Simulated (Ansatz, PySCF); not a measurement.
This Ansatz (a program for electronic structure) input computes a SVWN5/def2-TZVPD energy:

Ansatz 0.2 input:
```yaml
crystal:
  periodic: [false, false, false]
  atoms:
    - {symbol: In, position_ang: [-0.19007984, -0.14582765, -0.22191825]}
    - {symbol: O, position_ang: [0.97854845, 0.70336999, 1.21411251]}
    - {symbol: H, position_ang: [1.48552435, 1.51859505, 1.16109393]}
basis:
  gaussian:
    orbitals: def2-TZVPD
hamiltonian:
  xc: {name: SVWN5}
output: {forces: true}
```

Problem. Write an input for the same energy in PySCF and say what it gives.

Solution. 
```python
from pyscf import gto, scf, dft

mol = gto.M(
    atom='''
    In   -0.19007984   -0.14582765   -0.22191825
    O     0.97854845    0.70336999    1.21411251
    H     1.48552435    1.51859505    1.16109393
    ''',
    basis='def2-tzvpd',
    ecp='def2-tzvp',
    charge=0,
    spin=0,
    verbose=4,
)

mf = dft.RKS(mol, xc='svwn').density_fit(auxbasis='def2-universal-jkfit')
mf.grids.level = 3
mf.conv_tol = 1e-9
mf.max_cycle = 100
mf.max_memory = 1500
mf.kernel()
if not mf.converged:
    mf = mf.newton()
    mf.kernel(mf.make_rdm1())
mf.analyze()
```
It gives -265.18738 Eh, and Ansatz -265.18733 Eh, a difference of 0.05 mEh, from the treatment of integrals and grids.
